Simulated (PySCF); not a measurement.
**A series of derivatives of C1CO[SiH2]O1**

Parent skeleton `[CH2:1]1[CH2:2][O:3][SiH2:4][O:5]1`; one hydrogen on atom 4 is replaced by X. Hydrogens on one atom are averaged.

Relativity neglected, averaged over atoms made equivalent by symmetry, fast rotation or ring inversion, in vacuum, a single conformation. σ from GIAO-PBE0/pcSseg-1; PBE0-D3(BJ)/def2-SVP geometry; PySCF 2.14.

δ = σ(ref) − σ, references computed at the same level: TMS for $^{13}$C (σref 184.41) and $^{29}$Si (σref 351.99) and $^{1}$H (σref 31.27); H2O for $^{17}$O (σref 334.56).

Parent (X = H): C1/C2 66.9, O3/O5 36.8, Si4 2.0, H(C1)/H(C2) 3.92, H(Si4) 5.03 ppm. Effects are Δδ = δ(X) − δ(H), positive for deshielding.

Question: Order these by the shift of Si4, most shielded first.
A. X = 2-thienyl
B. X = SH
C. X = NHSiH3
D. X = Cl

Answer: C (-20.1 ppm), A (-7.7 ppm), D (-4.4 ppm), B (+10.8 ppm).

Experimental scales use liquid or dissolved standards, which lie at an offset from isolated H2O (liquid H2O: subtract about 36 ppm).
